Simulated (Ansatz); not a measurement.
Cost and result for the atomization energy of `[CH3][In]([NH2])[SH]` (10 atoms, 9 bonds).

Cartesian coordinates in Å:
```
C 1.4441 -0.3436 -1.2810
In -0.0886 0.2809 0.0702
N -1.1563 -0.9593 1.2508
S -0.5642 2.5992 0.4501
H 2.2212 -0.8745 -0.7296
H 1.0290 -1.0166 -2.0319
H 1.8835 0.5209 -1.7765
H -2.0100 -0.6293 1.6741
H -1.2561 -1.9299 0.9952
H -1.5026 2.3521 1.3786
```

Total charge 0; spin multiplicity 1. Correlated methods include outer-core shells of In, which these sets cover unevenly. In takes the def2 core potential. The geometry is a stationary point of PBE0-D4/def2-TZVP. It is one conformer, not always the lowest. Program: Ansatz. All runs use 4 threads of an Intel Xeon 6975P-C on a shared host. Times are those of one run each, without the atoms' runs, and a repeat can differ threefold. Electronic energies, without spin–orbit coupling; frozen cores. CCSD(T)/CBS adds CCSD(T) − MP2 in def2-TZVPP to the MP2 limit, and its time is that of the two runs behind it. T1 = 0.013. With those shells the extrapolation isn't a true limit. HSE06 is the plane-wave form, built on full-range PBE exchange.

CCSD(T)/CBS is a level of theory with its own doubt, some kJ/mol a heavy atom from the limit and from the frozen cores, so smaller differences don't rank the functionals.

| level | functions | wall time |
| --- | --- | --- |
| LDA (SPW92)/def2-TZVPP | 238 | 0.7 s |
| revPBE-D4/def2-TZVPP | 238 | 1.1 s |
| PBE-D4/def2-TZVPP (with forces) | 238 | 1.2 s |
| PBE0-D4/def2-TZVPP | 238 | 1.5 s |
| BHLYP-D4/def2-TZVPP | 238 | 1.6 s |
| HSE06-D4/def2-TZVPP | 238 | 1.7 s |
| CCSD(T)/def2-SVP | 102 | 2.6 s |
| PBE-QIDH/def2-TZVPP | 238 | 2.7 s |
| ωB97X-V/def2-TZVPP | 238 | 3.5 s |
| ωB97M-V/def2-TZVPP (with forces) | 238 | 4.9 s |
| MP2/def2-QZVPP | 446 | 9.5 s |
| CCSD(T)/def2-TZVPP | 238 | 38 s |
| CCSD(T)/CBS(def2) | – | 48 s |

(1) What atomization energy does each give, and how far from CCSD(T)/CBS? (An estimate is asked.)

Answers

(1) Computed: 
```
                           level  atomization (kJ/mol)  difference from CCSD(T)/CBS  per bond
          LDA (SPW92)/def2-TZVPP                3615.1                        432.4      48.0
            revPBE-D4/def2-TZVPP                3121.2                        -61.5      -6.8
 PBE-D4/def2-TZVPP (with forces)                3205.7                         23.0       2.6
              PBE0-D4/def2-TZVPP                3154.4                        -28.3      -3.1
             BHLYP-D4/def2-TZVPP                3066.4                       -116.3     -12.9
             HSE06-D4/def2-TZVPP                3156.5                        -26.2      -2.9
                CCSD(T)/def2-SVP                2932.2                       -250.5     -27.8
             PBE-QIDH/def2-TZVPP                3132.7                        -50.0      -5.6
              ωB97X-V/def2-TZVPP                3185.4                          2.7       0.3
ωB97M-V/def2-TZVPP (with forces)                3181.8                         -0.9      -0.1
                  MP2/def2-QZVPP                3162.2                        -20.5      -2.3
              CCSD(T)/def2-TZVPP                3085.1                        -97.6     -10.8
               CCSD(T)/CBS(def2)                3182.7                          0.0       0.0
```

At CCSD(T), def2-SVP lies −250.5 kJ/mol from the extrapolated value and def2-TZVPP −97.6 kJ/mol: correlation converges slowly with the basis, and small sets miss more of it in the bonded molecule than in its fragments. The D4 term adds +29.8 kJ/mol with B3LYP and +15.9 kJ/mol with PBE0; it sums over pairs of atoms, weighted by their polarisabilities, and B3LYP, whose exchange is more repulsive, gets the larger term. Leaving LDA and LC-ωPBE aside and taking each functional with its dispersion term where it has one, the values spread over 139.3 kJ/mol, from BHLYP-D4 to PBE-D4. LDA lies +427.9 kJ/mol from PBE without D4, its usual overbinding.

B3LYP here is the variant with VWN-RPA as its local correlation; programs differ in this.

Spin–orbit coupling would lower the free In atoms strongly, and the atomization energy with them, by more than many differences here.
